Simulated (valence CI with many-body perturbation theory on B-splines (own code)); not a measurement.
# Missing levels of Hf⁵⁷⁺

Calculated by configuration interaction combined with many-body perturbation theory (CI+MBPT): five valence electrons over a frozen Dirac-Fock core [Ne], a basis of 11 s, 11 p, 10 d, 8 f, 5 g, 2 h functions for each j, with the one-electron correlation potential Σ1 (screened to all orders), the two-electron term Σ2, the three-electron term Σ3, Breit, model QED; selected single and double excitations, second order for the rest, scaled by the run's own slope (own B-spline code, finite nucleus).

The last digits are not significant, and no measured levels were compared; by estimate large intervals hold to a few tenths of a per cent, small ones and those within an open d or f shell to about a per cent. Among the levels kept, up to 3100 cm⁻¹ of a level comes from second order outside the variational space, and about a tenth of that is noise between levels of different J, which matters for small intervals.

| Level | E (Ry) |
| --- | --- |
| (3s^2 3p1/2^2 3p3/2) J=3/2 | 0.000 |
| (3s^2 3p1/2^2 3d3/2) J=3/2 | 16.292 |
| (3s^2 3p1/2 3p3/2^2) J=3/2 | ? |
| (3s^2 3p1/2^2 3d5/2) J=5/2 | 22.459 |
| (3s^2 3p1/2 3p3/2^2) J=5/2 | 22.755 |
| (3s^2 3p1/2 3p3/2^2) J=1/2 | 23.844 |
| (3s 3p1/2^2 3p3/2^2) J=5/2 | 34.185 |
| (3s 3p1/2^2 3p3/2^2) J=3/2 | ? |
| (3s 3p1/2^2 3p3/2^2) J=1/2 | 36.429 |
| (3s^2 3p1/2 3p3/2 3d3/2) J=5/2 [a] | ? |
| (3s^2 3p1/2 3p3/2 3d3/2) J=1/2 [a] | 38.259 |
| (3s^2 3p1/2 3p3/2 3d3/2) J=3/2 [a] | 38.269 |
| (3s^2 3p1/2 3p3/2 3d3/2) J=7/2 | 38.906 |
| (3s^2 3p1/2 3p3/2 3d3/2) J=5/2 [b] | 41.007 |
| (3s^2 3p1/2 3p3/2 3d3/2) J=1/2 [b] | ? |
| (3s^2 3p1/2 3p3/2 3d3/2) J=3/2 [b] | ? |
| (3s^2 3p1/2 3p3/2 3d5/2) J=7/2 [a] | ? |
| (3s^2 3p1/2 3p3/2 3d5/2) J=3/2 [a] | 44.166 |
| (3s^2 3p1/2 3p3/2 3d5/2) J=9/2 | 44.227 |
| (3s^2 3p1/2 3p3/2 3d5/2) J=5/2 [a] | 44.423 |

Levels are named by their leading jj configuration (3d3/2^4 stands for four electrons in 3d with j = 3/2), which in mixed levels can hold well under half, so a name can repeat and another be missing. Letters in brackets count levels of one name in rising energy.

Q: The levels stand in rising order. What does the calculation give for the missing energies?

A: (3s^2 3p1/2 3p3/2^2) J=3/2 21.913; (3s 3p1/2^2 3p3/2^2) J=3/2 36.315; (3s^2 3p1/2 3p3/2 3d3/2) J=5/2 [a] 38.031; (3s^2 3p1/2 3p3/2 3d3/2) J=1/2 [b] 41.711; (3s^2 3p1/2 3p3/2 3d3/2) J=3/2 [b] 41.744; (3s^2 3p1/2 3p3/2 3d5/2) J=7/2 [a] 43.306.
